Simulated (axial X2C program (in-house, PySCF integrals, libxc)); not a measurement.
## Which molecule has these constants?

Computed with an in-house relativistic program for diatomic molecules, spin-free (one-electron X2C) or two-component (2c: spin–orbit coupling with atomic mean-field Coulomb and Gaunt terms, which also bring small scalar terms), in Dyall basis sets with cores contracted in-house; open shells are unrestricted.

A two-component PBE0 calculation in a Dyall 3-zeta basis gave Re = 2.518 Å, ωe = 200.4 cm⁻¹, Ω = 1.

Task: Which molecule is it?
A. SiBr⁻
B. SnBr⁻
C. GeBr⁻
D. CBr⁻

Result: C. The others have SiBr⁻ 2.421 Å and 289.4 cm⁻¹ (Ω = 1); SnBr⁻ 2.697 Å and 171.7 cm⁻¹ (Ω = 1); CBr⁻ 2.027 Å and 442.3 cm⁻¹ (Ω = 1).

Each entry is the lowest single determinant of a limited PBE0 search at one distance. De goes to single-determinant-based atoms at the same level (for ions the charge split of lowest energy) and is withheld (n/a) where an atom does not fit its ground term or J level. Main or longest-lived isotopes. One determinant is a doubtful description, or other states lie close, for GeBr⁻, SiBr⁻, SnBr⁻, CBr⁻; these need not be ground states, and all values refer to the states named. Some open-shell Ω = 0 determinants are out of reach, so the Ω given for GeBr⁻, SiBr⁻, SnBr⁻, CBr⁻ need not be the lowest component. With several unpaired electrons the Ω given is that of one determinant, not necessarily of the lowest component. Some light 2c atoms are not at their ground J level, so De misses part of their lowering (0.04 eV or less). The functionals have no current term, which raises determinants with orbital currents.
